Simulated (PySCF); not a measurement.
A species of formula GeH9NSi2 has this rotational fingerprint, computed with PBE0-D3(BJ)/def2-SVP geometry optimisation, gas phase in PySCF 2.14.0:

- Rotational constants: A = 4222, B = 1194, C = 965.4 MHz
- Dipole components: |μa| = 1.16 D, |μb| = 0.56 D, |μc| = 0.09 D
- Inertial defect: -19.38 u·Å²
- κ: -0.86

Problem. Which structure is it? (One computed conformer of each.)
A. `[SiH3][N]([SiH3])[GeH3]`
B. `[SiH3:1][SiH2:2][NH:3][GeH3:4]` with Si1–Si2–N3–Ge4 -19°

Solution. B. It is [SiH3][SiH2][NH][GeH3], an asymmetric top, point group C1. The candidates at the same level (rigid rotor, commonest isotopes):

```tsv
SMILES	A (MHz)	B (MHz)	C (MHz)	μa (D)	μb (D)	μc (D)	Δ (u·Å²)	point group	rotor
[SiH3][N]([SiH3])[GeH3]	3013	1798	1174	0.72	0.00	0.10	-18.30	Cs	asymmetric top
[SiH3][SiH2][NH][GeH3]	4222	1194	965.4	1.16	0.56	0.09	-19.38	C1	asymmetric top
```

`[SiH3][N]([SiH3])[GeH3]` has B 51 % too high. No structure here is proved a minimum.
